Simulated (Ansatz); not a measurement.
## InF (SMILES [F][In]): methods side by side

InF has 2 atoms, charge 0, and is taken as a singlet. As SMILES, `[F][In]`. The shape is that of a PBE0-D4/def2-TZVP optimisation.

```xyz
2

F     0.0000    0.0000    0.0159
In    0.0000    0.0000    2.0096
```

Each level gives the energy change with the F1–In2 bond stretched from 1.994 to 2.532 Å (eV). The values are calculated.

```tsv
level	kind	program	value (eV)	less FCI/STO-3G	CPU time (all runs)
HF/STO-3G (restricted)	Hartree–Fock	Ansatz	2.78	+0.63	0.68 s
revPBE/STO-3G (restricted)	GGA	Ansatz	2.25	+0.10	2.2 s
BHLYP/STO-3G (restricted)	global hybrid	Ansatz	2.69	+0.54	2.2 s
wB97M-V/STO-3G (restricted)	range-separated hybrid	Ansatz	2.73	+0.58	24 s
B2PLYP/STO-3G (restricted)	double hybrid	Ansatz	2.55	+0.40	3.1 s
MP2/STO-3G (restricted)	perturbation theory	Ansatz	2.58	+0.43	0.78 s
BCCD(T)/STO-3G (restricted)	coupled cluster or CI	Ansatz	2.30	+0.15	1.1 s
CCSD(T)/STO-3G (restricted)	coupled cluster or CI	Ansatz	2.25	+0.10	0.95 s
CCSDT(Q)/STO-3G (restricted)	coupled cluster or CI	Ansatz	2.12	-0.03	1.8 s
FCI/STO-3G	exact in the basis	Ansatz	2.15	0.00	1.8 s
```

FCI/STO-3G is exact within its basis and frozen core, so for wave-function methods in that basis the difference is their error; functionals converge differently with the basis, so for them it is only a difference. All-electron rows without a relativistic Hamiltonian named are non-relativistic. The first shape isn't each level's own minimum. The values span 2.12 to 2.78 eV. All rows use very small basis sets, so even the best lies far from the true value. In the correlated wave-function rows the outer d shell of In is correlated, in sets not made for it. CPU times are rough (shared hosts, several kinds of processor): they show what a rung costs within a factor of a few.
